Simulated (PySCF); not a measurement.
4,4-difluorobuta-1,2-diene (C4H4F2), SMILES C=C=CC(F)F.

Geometry optimised at r2SCAN-D4/def2-SVP. One conformer was computed; it need not be the lowest.

These are PySCF with CAM-B3LYP/def2-TZVP values and carry that method's errors.

Gas-phase values at a fixed geometry.

Computed frontier levels, gap, dipole moment and polarisability:
```json
{
 "highest_occupied_level": "-9.61 eV",
 "lowest_empty_level": "0.74 eV",
 "orbital_gap": "10.35 eV",
 "dipole_moment": "2.69 D",
 "quadrupole, principal values (traceless, Buckingham form, about the centre of nuclear charge)": "-3.70, 0.20, 3.50 D·Å",
 "mean_static_polarisability": "51.2 bohr³ (7.59 Å³)",
 "polarisability_principal_values": "37.0, 37.6, 79.1 bohr³"
}
```
